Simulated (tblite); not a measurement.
Run record: tight-binding relaxation, `C=C[C@H]1C[C@@](C)(Br)C1`.

Computed with GFN2-xTB geometry optimisation, gas phase (tblite 0.8.0). Start geometry: from a force field or distance geometry. The command runs a driver script over a list of jobs; the input below is this job's line of settings and its coordinates in Å.

Command:
```bash
OMP_NUM_THREADS=1 python probes_run.py task.json out
```

Input:
```
{"job": {"kind": "relax", "xc": "GFN2-xTB", "basis": "xTB"}, "charge": 0, "multiplicity": 1}
C      2.710600     0.470500    -1.300600
C      2.039000    -0.172400    -0.342700
C      0.573400    -0.257200    -0.363600
C     -0.096500    -1.030500     0.787800
C     -1.211100     0.047800     0.839700
C     -2.454700    -0.268400    -0.001300
Br    -1.711300     0.605400     2.642600
C     -0.178700     1.006600     0.153600
H      2.190900     0.955100    -2.121600
H      3.781900     0.533700    -1.280900
H      2.586700    -0.654700     0.475400
H      0.194400    -0.596600    -1.344500
H      0.506800    -1.097300     1.718400
H     -0.422700    -2.051100     0.540000
H     -2.193400    -0.570000    -1.014300
H     -3.030700    -1.079900     0.465500
H     -3.100700     0.612000    -0.078600
H      0.395500     1.616700     0.843500
H     -0.589100     1.657400    -0.625800
```

Output:
```
step      E/eV     max force
  0    -670.45312    1.470
  1    -670.52546    1.030
  2    -670.55443    0.495
  3    -670.57304    0.290
  4    -670.58394    0.173
  5    -670.58754    0.173
  6    -670.59155    0.192
  7    -670.59399    0.141
  8    -670.59568    0.082
  9    -670.59652    0.060
... (96 lines left out)
106    -670.67218    0.016
107    -670.67224    0.014
108    -670.67228    0.012
109    -670.67230    0.012
110    -670.67232    0.014
111    -670.67234    0.018
112    -670.67238    0.023
113    -670.67241    0.020
114    -670.67243    0.013
115    -670.67245    0.009
```

«max force» is the largest atomic force in eV/Å.

Q: From which step on does the largest force stay under 0.1 eV/Å, and how much energy is left to gain from there?

A: From step 56 (0.081 eV/Å), 19.9 meV above the end.

In short: energy lowered by 5.1 kcal/mol over 115 steps; largest atomic force 0.009 eV/Å at the end.

Q: Give the final coordinates.

A: 0.466 Å rms from the input after alignment:
```
atom  x, y, z in Å
C1     2.9174    0.1248   -1.2465
C2     2.0317    0.1858   -0.2695
C3     0.5704   -0.0336   -0.4428
C4    -0.0870   -1.0335    0.5369
C5    -1.1902   -0.0069    0.8094
C6    -2.5197   -0.3074    0.1536
Br7   -1.5164    0.3393    2.7377
C8    -0.3538    1.0732    0.1169
H9     2.6292   -0.0956   -2.2618
H10    3.9670    0.2911   -1.0753
H11    2.3466    0.4100    0.7419
H12    0.3421   -0.2674   -1.4838
H13    0.5423   -1.2329    1.4022
H14   -0.4214   -1.9796    0.1156
H15   -2.3706   -0.4998   -0.9078
H16   -2.9806   -1.1849    0.6046
H17   -3.2001    0.5357    0.2634
H18    0.1666    1.7285    0.8127
H19   -0.8833    1.6804   -0.6149
```

Hardware: one thread of an INTEL XEON PLATINUM 8581C at 2.10 GHz, no GPU, shared host. Cost: 0.94 s wall.
Labels such as C1 count atoms from 1, the log's own numbers from 0.
